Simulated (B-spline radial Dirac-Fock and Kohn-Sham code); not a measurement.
Photoemission from Te at 5060 eV, detector at θ = 45°, φ = 0°

System: atomic tellurium, 1s2 2s2 2p6 3s2 3p6 3d10 4s2 4p6 4d10 5s2 5p4. The computed values come from a radial finite-basis atomic code: Dirac-Hartree-Slater photoionisation with a Latter tail; cross sections with all multipoles, angular parameters from the dipole term and its interference with E2. Thresholds are tabulated edges, those marked * orbital energies of the model. For linearly polarised light dσ/dΩ = σ/(4π) [1 + β P₂(cos θ) + (δ + γ cos²θ) sin θ cos φ], with θ from the polarisation vector and φ the angle between the beam and the projection of the electron momentum on the plane normal to the polarisation. The dipole factor is 1 + βP₂ and the non-dipole term is the rest of the bracket. Open shells are filled statistically over j.

```csv
subshell,threshold (eV),σ (kb),β,γ,δ,dipole factor,non-dipole term,dσ/dΩ (kb/sr)
2s,4939.0,25.2,1.99,1.19,0.000,1.497,+0.422,3.85
2p1/2,4612.0,43.5,1.24,-0.32,0.001,1.311,-0.113,4.15
2p3/2,4341.0,78.7,1.36,-0.22,0.018,1.340,-0.066,7.98
3s,1006.0,5.88,1.99,-0.10,0.000,1.498,-0.035,0.684
3p1/2,870.8,6.00,1.52,0.52,0.017,1.381,+0.196,0.753
3p3/2,820.8,10.9,1.58,0.57,0.021,1.395,+0.215,1.39
3d3/2,583.4,3.61,1.05,1.06,0.155,1.262,+0.486,0.502
3d5/2,573.0,5.04,1.00,1.05,0.164,1.249,+0.487,0.697
4s,169.4,1.28,1.99,-0.05,0.000,1.498,-0.019,0.151
4p1/2,103.3,1.12,1.52,0.60,0.016,1.379,+0.225,0.143
4p3/2,103.3,2.01,1.58,0.65,0.020,1.394,+0.243,0.262
4d3/2,49.96*,0.533,1.02,1.08,0.149,1.256,+0.488,0.0740
4d5/2,48.38*,0.741,0.97,1.06,0.159,1.243,+0.488,0.102
5s,17.93*,0.170,1.99,-0.04,0.000,1.498,-0.016,0.0201
5p1/2,8.81*,0.0681,1.52,0.62,0.016,1.379,+0.229,0.00871
5p3/2,7.91*,0.115,1.58,0.66,0.019,1.394,+0.246,0.0151
```
